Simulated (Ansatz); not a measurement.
B₂F₄⁺, that is B2(F)4 with one electron fewer. The state is a doublet with charge 1. Geometry r2SCAN-D4/def2-SVP, that of the neutral singlet; atoms count from 1.

```xyz
6

B    -0.206    0.732   -0.401
F     0.713    1.506   -0.952
F    -1.460    1.142   -0.494
B     0.207   -0.733    0.400
F     0.495   -0.760    1.690
F     0.252   -1.888   -0.243
```

Estimate the Mulliken populations from the PBE0/def2-TZVP orbitals of Ansatz.


| atom | charge (e) | spin (α − β) |
| --- | --- | --- |
| B1 | 0.57 | 0.21 |
| F2 | -0.04 | 0.14 |
| F3 | -0.04 | 0.15 |
| B4 | 0.57 | 0.21 |
| F5 | -0.04 | 0.15 |
| F6 | -0.04 | 0.14 |
Mulliken values and Mayer orders depend strongly on the basis.

Where does the spin sit?

Summed by element: B 0.42, F 0.58, of 1 unpaired in all. Largest on single atoms: B4 0.21, B1 0.21, F5 0.15.

And the Mayer bond orders between bonded heavy atoms (over 0.3)?

B1–F2 1.41 (1.32 Å); B1–F3 1.41 (1.32 Å); B1–B4 0.55 (1.72 Å); B4–F5 1.41 (1.32 Å); B4–F6 1.41 (1.32 Å).
